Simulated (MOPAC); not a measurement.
MOPAC input (AM1):

```
AM1 PRECISE GNORM=0.05 LET XYZ GEO-OK AUX(PRECISION=9) THREADS=1
HgO

Hg   -0.00000000 1   -0.00000000 1   -0.17436200 1
O     0.00000000 1    0.00000000 1    1.74361800 1
```

From the output:

```
                                                       MOPAC v23.2.5 Linux

          FINAL HEAT OF FORMATION =        102.72940 KCAL/MOL =     429.81982 KJ/MOL

          COSMO AREA              =         61.34 SQUARE ANGSTROMS
          COSMO VOLUME            =         41.62 CUBIC ANGSTROMS

          GRADIENT NORM           =          0.01662          =       0.01175 PER ATOM
          IONIZATION POTENTIAL    =         10.640336 EV
          HOMO LUMO ENERGIES (EV) =        -10.640 -1.770
          NO. OF FILLED LEVELS    =          4
          MOLECULAR WEIGHT        =        216.5894         POINT GROUP:  C*v

          MOLECULAR DIMENSIONS (Angstroms)

            Atom       Atom       Distance
            O     2   Hg     1     2.06227
            O     2   Hg     1     0.00000
           Hg     1    O     2     0.00000

          SCF CALCULATIONS        =          7

   ATOM   CHEMICAL          X               Y               Z
  NUMBER   SYMBOL      (ANGSTROMS)     (ANGSTROMS)     (ANGSTROMS)

     1      Hg          0.00000000  *   0.00000000  *  -0.24650450  *
     2       O         -0.00000000  *   0.00000000  *   1.81576050  *

                             CARTESIAN COORDINATES

   1   Hg        0.000000000     0.000000000    -0.246504504
   2    O       -0.000000000     0.000000000     1.815760504

           Empirical Formula: O Hg  =     2 atoms

      MOLECULAR POINT GROUP   :   C*v

                  EIGENVALUES
 -30.64104 -10.74618 -10.64034 -10.64034  -1.77010   5.58354   5.58354   7.68956

              NET ATOMIC CHARGES AND DIPOLE CONTRIBUTIONS

  ATOM NO.   TYPE          CHARGE      No. of ELECS.   s-Pop       p-Pop
    1         Hg           0.362550        1.6375     1.49563     0.14182
    2          O          -0.362550        6.3625     1.95062     4.41193
 DIPOLE           X         Y         Z       TOTAL
 POINT-CHG.     0.000    -0.000    -3.591     3.591
 HYBRID         0.000     0.000    -1.733     1.733
 SUM            0.000     0.000    -5.324     5.324

          ATOMIC ORBITAL ELECTRON POPULATIONS

     Atom    s        px        py        pz
    1 Hg   1.49563   0.03858   0.03858   0.06467
    2  O   1.95062   1.96142   1.96142   0.48909

 **********************
 *                    *
 * JOB ENDED NORMALLY *
 *                    *
 **********************

 == MOPAC DONE ==
```

The geometry given is a B3LYP-D3(BJ)/def2-TZVP minimum.
